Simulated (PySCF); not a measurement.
## Bond length, frequency and bond energy of InPb by level of theory

State: ⁴Σ⁻ (quartet), unpaired electrons σ ↑, π ↑↑. Set-up: In cc-pVDZ-PP with ECP28, Pb cc-pVDZ-PP with ECP60; scalar-relativistic core potentials (PySCF 2.14). De refers to In + Pb in their high-spin ground configurations, without counterpoise correction. The functionals are run spin-unrestricted. A positive dipole means In(−)Pb(+).

```tsv
Level	Re (Å)	ωe (cm⁻¹)	De (eV)	μ (D)
UHF	2.991	116	1.12	-2.59
UHF-MP2	2.909	133	1.71	n/a
UHF-SCS-MP2	2.923	130	1.50	n/a
UHF-CCSD	2.944	127	1.60	n/a
UHF-CCSD(T)	2.940	128	1.68	n/a
LDA	2.867	133	2.48	-0.79
PBE	2.945	121	2.05	-0.97
TPSS	2.922	125	2.01	-1.01
r²SCAN	2.907	128	2.04	-1.16
PBE0	2.909	129	1.92	-1.27
MN15	2.888	134	2.05	-1.15
CAM-B3LYP	2.901	130	1.66	-1.48
```

The bond length runs from 2.867 Å (LDA) to 2.991 Å (UHF). De spans 1.12 eV (UHF, mean field) to 2.48 eV (LDA, local density). Correlation at CCSD(T) changes the Hartree–Fock bond energy by +0.56 eV; the triples alone change it by +0.08 eV.

Correlated steps freeze 8 core orbitals. Correlated levels converge slowly with the basis: in double zeta they bind strong bonds too weakly, by up to about 1 eV, and carry superposition errors of some tenths. Spin–orbit coupling is left out, which matters for elements this heavy, above all for dissociation energies. The state is the lowest determinant that a PBE0 search found; another state may lie lower at other levels.

The whole job (state search and all levels along the bond) took about 2.7 min on 1 thread of Arm Neoverse V1 (shared host), peak memory 0.55 GiB.
